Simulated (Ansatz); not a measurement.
`B[Si](C)(C)C` + `N[SiH](N)F` → `CN[SiH](N)F` + `B[SiH](C)C`  (substitution at a C–Si bond)

Gas-phase electronic energies from Ansatz, PBE0-D4/def2-TZVP geometries. CBS: MP2 limit from def2 TZ/QZ plus the TZ coupled-cluster correction, frozen cores. DFT in def2-TZVPP. One conformer a species, not always the lowest.

`B[Si](C)(C)C`:

Z-matrix (Å, degrees):
```
Si
C 1 1.889
C 1 1.880 2 108.9
B 1 2.015 2 105.1 3 -120.5
C 1 1.880 2 108.9 3 119.0
H 2 1.093 1 111.7 3 59.9
H 2 1.094 1 109.6 3 -59.5
H 2 1.093 1 111.7 3 -179.0
H 3 1.094 1 110.9 2 60.2
H 3 1.093 1 111.0 2 -59.9
H 3 1.093 1 111.4 2 -179.9
H 4 1.199 1 121.9 2 -87.8
H 4 1.199 1 122.0 2 88.4
H 5 1.093 1 111.4 2 179.9
H 5 1.094 1 110.9 2 -60.2
H 5 1.093 1 111.0 2 59.9
```

`N[SiH](N)F`:

Z-matrix (Å, degrees):
```
Si
N 1 1.694
F 1 1.604 2 116.3
N 1 1.699 2 107.9 3 116.0
H 1 1.482 2 106.1 3 -115.6
H 2 1.006 1 121.4 3 85.7
H 2 1.007 1 121.8 3 -68.8
H 4 1.006 1 121.0 2 -157.4
H 4 1.006 1 121.2 2 50.4
```

`CN[SiH](N)F`:

Cartesian coordinates in Å:
```
C 1.132 -1.071 1.145
N 0.495 0.090 0.565
Si -0.806 0.070 -0.518
N -0.815 1.548 -1.357
F -2.273 -0.001 0.131
H 2.222 -0.971 1.143
H 0.887 -1.955 0.553
H 0.809 -1.265 2.174
H 0.705 0.957 1.035
H -0.685 -1.196 -1.282
H -1.669 1.916 -1.740
H -0.003 1.877 -1.850
```

`B[SiH](C)C`:

Z-matrix (Å, degrees):
```
Si
C 1 1.879
C 1 1.879 2 110.5
B 1 2.009 2 113.7 3 129.2
H 1 1.503 2 108.3 3 -118.4
H 2 1.092 1 110.9 3 177.5
H 2 1.093 1 110.9 3 -62.7
H 2 1.093 1 111.1 3 57.1
H 3 1.093 1 110.9 2 62.7
H 3 1.093 1 111.1 2 -57.2
H 3 1.092 1 110.9 2 -177.5
H 4 1.198 1 121.7 2 -156.0
H 4 1.198 1 121.7 2 28.0
```

**Question.** Is it downhill or uphill in electronic energy at CCSD(T)/CBS, and by how much? (Best estimate.)

**Answer.** Ansatz gave: Uphill: ΔE = +81.8 kJ/mol.

**Question.** What do these levels give: PBE0-D4, r2SCAN, PBE0, HF/def2-TZVPP, SCS-MP2/def2-TZVPP, HF/CBS(def2)? (Best estimate.)

**Answer.** Ansatz gave: PBE0-D4 78.2, r2SCAN 81.5, PBE0 76.2, HF/def2-TZVPP 69.7, SCS-MP2/def2-TZVPP 78.5, HF/CBS(def2) 69.7 kJ/mol.

Largest T1 diagnostic among the species: 0.010.

The D4 term adds +3.4 kJ/mol with B3LYP and +2.0 kJ/mol with PBE0; it sums over pairs of atoms, weighted by their polarisabilities, and B3LYP, whose exchange is more repulsive, gets the larger term. In def2-TZVPP, CCSD(T) changes the Hartree–Fock value by +9.3 kJ/mol (the triples alone add +1.1 kJ/mol) and MP2 by +15.0 kJ/mol.

B3LYP here is the variant with VWN-RPA as its local correlation; programs differ in this.
